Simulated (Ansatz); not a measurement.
Two isomers of C2H6O2Si: A = `[SiH3]OC1CO1`, B = `CO[Si]OC`.

Calculated with Ansatz (gas phase, PBE0-D4/def2-TZVP geometries, no zero-point term in ΔE). CCSD(T)/CBS adds triple-zeta CCSD(T) − MP2 to the extrapolated MP2 energy (def2 sets, frozen cores). DFT in def2-TZVPP. B3LYP here is the variant with VWN-RPA as its local correlation; programs differ in this. Each species was taken in one conformer, which may not be the lowest.

A:

```xyz
11

Si   -1.2197    1.0553   -0.6191
O    -0.2733    0.7880    0.7203
C     0.3406   -0.4097    0.9634
C     1.4090   -0.9113    0.1101
O     0.0804   -1.4519    0.0602
H    -1.6131    2.4774   -0.4943
H    -0.4559    0.8568   -1.8780
H    -2.4221    0.1876   -0.6233
H     0.2951   -0.6834    2.0149
H     2.1647   -1.5850    0.5040
H     1.6943   -0.3240   -0.7584
```

B:

Z-matrix (Å, degrees):
```
C
O 1 1.407
H 1 1.093 2 111.9
H 1 1.094 2 110.5 3 121.5
H 1 1.092 2 108.7 3 -119.8
Si 2 1.642 1 139.2 3 -33.6
O 6 1.642 2 108.4 1 -7.5
C 7 1.407 6 139.2 2 -7.5
H 8 1.092 7 108.7 6 -153.2
H 8 1.093 7 111.9 6 -33.4
H 8 1.094 7 110.5 6 88.0
```

Question: Which is lower in electronic energy at CCSD(T)/CBS, and by how much? (Best estimate.)

Answer: Ansatz gave: B, by 143.9 kJ/mol.

Question: Give E(B) − E(A) in kJ/mol with CCSD/def2-TZVPP, B3LYP-D4, B3LYP, PBE0-D4, r2SCAN-D4, CCSD(T)/def2-TZVPP, ωB97M-V. (An estimate is asked.)

Answer: Ansatz gave: CCSD/def2-TZVPP -142.5, B3LYP-D4 -156.8, B3LYP -155.4, PBE0-D4 -131.9, r2SCAN-D4 -127.7, CCSD(T)/def2-TZVPP -140.6, ωB97M-V -149.1. None reverses the order clearly.

Largest T1 diagnostic: 0.014.

From PBE to PBE0 (25 % exact exchange), in def2-TZVPP and without D4, E(B) − E(A) moves by +5.7 kJ/mol.
